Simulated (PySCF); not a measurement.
# Dipole response of Tc⁺ (technetium, charge +1)

[Kr] 4d6, high-spin 5D determinant (an excited configuration). Calculation: PySCF 2.14, in aug-cc-pVTZ-PP with one added diffuse shell each of s, p, d, f, g type with ECP28MDF (7s7p6d4f3g, 113 functions); scalar relativity through the core potential. Coupled (time-dependent) response in atomic units; α is the mean over directions.

```csv
method,mean α (bohr³),"α xx, yy, zz",C₆ (like pair),S(−4)
LC-wPBE,17.99,"18.66, 18.66, 16.65",115.9,172.9
```

S(−4) is the Cauchy moment in α(ω) = α(0) + S(−4) ω² + …

Spin-orbit coupling is absent.

α(iu) at LC-wPBE:

| u (hartree) | α(iu) (bohr³) |
| --- | --- |
| 0 | 17.99 |
| 0.0500 | 17.57 |
| 0.100 | 16.51 |
| 0.200 | 13.81 |
| 0.300 | 11.47 |
| 0.500 | 8.321 |
| 0.750 | 6.002 |
| 1.00 | 4.556 |
| 1.50 | 2.887 |
| 2.00 | 1.982 |
| 3.00 | 1.081 |
| 5.00 | 0.4522 |

A single London oscillator, α(iu) = α/(1 + u²/ω²), gives C₆ = (3/4) ω α². Matching the computed C₆ needs ω = 4 × 115.9 / (3 × 17.99²) = 0.477 hartree.

For an ion, C₆ is the dispersion term alone; charge-induced terms of lower order in 1/R come first.

The components differ because the open shell of this determinant is not spherical; for a pure term their mean is the scalar polarisability.

Energies and moments cover only the electrons outside the core potential.
